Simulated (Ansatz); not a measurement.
# Ligand exchange: HBr + C2H5ClMg → HCl + C2H5BrMg

Species: HBr, singlet; C2H5ClMg `C[CH2][Mg][Cl]`, singlet; HCl (hydrogen chloride), singlet; C2H5BrMg `C[CH2][Mg][Br]`, singlet. The partners trade Br for Cl: H–Br and Mg–Cl bonds give way to H–Cl and Mg–Br.

Shapes, held fixed at every level: PBE0-D4/def2-TZVP. Programs: Ansatz 0.2.0. The zero-point and thermal change to 298 K, harmonic and unscaled (PBE0-D4/def2-TZVP), is +1.6 kJ/mol.

| level | kind | ΔH(298 K) (kJ/mol) | less CCSD(T)/def2-TZVPP |
| --- | --- | --- | --- |
| HF/def2-SVP | Hartree–Fock | -0.1 | +8.0 |
| HF/def2-TZVPP | Hartree–Fock | -11.8 | -3.7 |
| PBE-D4/def2-TZVPP | GGA | -6.0 | +2.1 |
| PBE0-D4/def2-TZVPP | global hybrid | -8.5 | -0.4 |
| wB97X-V/def2-TZVPP | range-separated hybrid | -6.9 | +1.2 |
| MP2/def2-TZVPP | perturbation theory | -8.6 | -0.5 |
| CCSD/def2-TZVPP | coupled cluster or CI | -8.3 | -0.2 |
| CCSD(T)/def2-TZVPP | coupled cluster or CI | -8.1 | 0.0 |

The highest level, CCSD(T)/def2-TZVPP, gives ΔH(298 K) = -8.1 kJ/mol; the levels span -11.8 to -0.1. The column of differences is taken from that level and isn't an error. No measured value is set beside it here. Relativity is left out for Br. Outer-core shells of Br, Mg are correlated, in sets that cover them unevenly.
